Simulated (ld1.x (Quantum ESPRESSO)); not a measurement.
Results of a calculation; reference values are marked as such.
## Hardness and transferability of assorted potentials

Generated with ld1.x 7.5 (TM, RRKJ, ultrasoft, PAW), atompaw 4.2 or ONCVPSP 4.0.1. The cutoff is in Ry: for ld1.x and atompaw files where the sum of valence levels is converged to 10 mRy in a Bessel basis, for ONCV files where the hardest occupied wave has 1 mHa per electron of residual kinetic energy. The error is the largest all-electron minus pseudo excitation energy over each file’s own four to seven test configurations (ionisations up to +4, promotions, holes and added fractions of an electron), all of which were solved. The labels leave out finer settings (local radius, basis sizes, second energies), which also bear on the numbers. Spin-polarised tests are not counted. The rows are a selection from randomly drawn settings: files with unsolved tests, undetermined cutoffs or missed reference levels are left out.

A true bound ghost makes a file unfit for plane-wave use even where its test errors are small: the radial tests pick states by their node count and pass the ghost by.

| element | potential | cutoff (Ry) | largest error (meV) | bound ghosts |
| --- | --- | --- | --- | --- |
| F | TM, LDA (PZ), non-relativistic, rc 0.65/1.40/1.40 (spd), local s, core correction yes, reference 2s1.75 2p5.25 | 110 | +2353 | none |
| F | ultrasoft, PBEsol, non-relativistic, rc 0.75/1.35/1.30 (spd), local smoothed, core correction yes, reference 2s2 2p4 | 50 | -65 | none |
| P | ultrasoft, PBEsol, scalar-relativistic, rc 1.70/1.80/1.50 (spd), local smoothed, core correction yes, reference 3s1.75 3p3.25 | 15 | -0.8 | none |
| K | PAW, PBE, scalar-relativistic, rc 1.95/2.35/1.88 (spd), local smoothed, core correction yes, reference 3s2 3p6 4s1 4p0 | 15 | -4.0 | none |
| As | PAW, PBE, scalar-relativistic, rc 2.20/1.94/1.18 (spd), local smoothed, core correction yes, reference 3d10 4s2 4p2.5 | 110 | -19 | none |
| Br | RRKJ, LDA (PZ), non-relativistic, rc 1.35/1.75 (sp), local p, core correction yes, reference 4s2 4p3 | 50 | -24 | none |
| I | TM, PBEsol, scalar-relativistic, rc 1.22/1.44/1.26 (spd), local s, core correction yes, reference 4d10 5s1.5 5p5.5 | 160 | +12 | p |

Problem. Fill in the row for Cr: TM, LDA (PZ), scalar-relativistic, rc 2.10/3.55/2.00 (spd), local s, core correction yes, reference 3d5 4s1 4p0.

Solution. cutoff 60 Ry, largest error -992 meV, bound ghosts: none.
